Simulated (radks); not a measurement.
The numbers below are computed, except where a source is named.
The cadmium ion Cd4+, configuration [Kr] 4d7.5 5d0.5 (fractional occupations, a model configuration).

Code: a radial shooting solver on a logarithmic mesh with Libxc functionals. Model: Dirac Kohn-Sham, Wu-Cohen GGA, spin-unpolarised, spherical densities, point nucleus; open shells are shared between the two j in proportion to 2j + 1.

Energy parts (eV):
| part | energy |
|---|---|
| total | -152117.185 |
| kinetic | 159525.201 |
| electron-nucleus | -366520.803 |
| Hartree | 59013.052 |
| exchange-correlation | -4134.634 |

Orbitals (lengths in bohr, moments of r in powers of bohr; <r^-3> diverges for s and p1/2; r(max) is where P^2 peaks):
| orbital | occ. | eigenvalue (eV) | <r^-3> | <r> | r(max) | <1/r> |
|---|---|---|---|---|---|---|
| 1s1/2 | 2 | -26566.63 | - | 0.03040 | 0.01968 | 50.64 |
| 2s1/2 | 2 | -3994.975 | - | 0.1313 | 0.1114 | 11.69 |
| 2p1/2 | 2 | -3724.043 | - | 0.1112 | 0.08596 | 11.67 |
| 2p3/2 | 4 | -3531.554 | 3751 | 0.1164 | 0.09030 | 10.94 |
| 3s1/2 | 2 | -793.4902 | - | 0.3581 | 0.3241 | 4.104 |
| 3p1/2 | 2 | -684.8640 | - | 0.3494 | 0.3104 | 4.012 |
| 3p3/2 | 4 | -650.4685 | 682.1 | 0.3604 | 0.3204 | 3.832 |
| 3d3/2 | 4 | -458.0157 | 105.7 | 0.3325 | 0.2639 | 3.672 |
| 3d5/2 | 6 | -451.0225 | 99.19 | 0.3360 | 0.2668 | 3.626 |
| 4s1/2 | 2 | -164.1321 | - | 0.8686 | 0.7923 | 1.602 |
| 4p1/2 | 2 | -128.7756 | - | 0.9200 | 0.8231 | 1.489 |
| 4p3/2 | 4 | -122.6698 | 121.3 | 0.9477 | 0.8471 | 1.434 |
| 4d3/2 | 3 | -67.1873 | 13.28 | 1.128 | 0.9445 | 1.173 |
| 4d5/2 | 4.5 | -66.3272 | 12.39 | 1.139 | 0.9534 | 1.160 |
| 5s1/2 | 0 | -46.2307 | - | 2.091 | 1.909 | 0.6285 |
| 5p1/2 | 0 | -37.2687 | - | 2.353 | 2.134 | 0.5547 |
| 5p3/2 | 0 | -36.3131 | 19.12 | 2.412 | 2.194 | 0.5394 |
| 5d3/2 | 0.2 | -23.9482 | 1.879 | 3.169 | 2.914 | 0.4101 |
| 5d5/2 | 0.3 | -23.8261 | 1.772 | 3.187 | 2.934 | 0.4078 |

The highest occupied level is 5d5/2 at -23.826 eV. The configuration is held as typed, so some empty levels lie below it. Summed over all electrons, <r^2> = 27.35 bohr^2, which gives a Langevin (diamagnetic) susceptibility term of -21.7 x 10^-6 cm^3/mol.
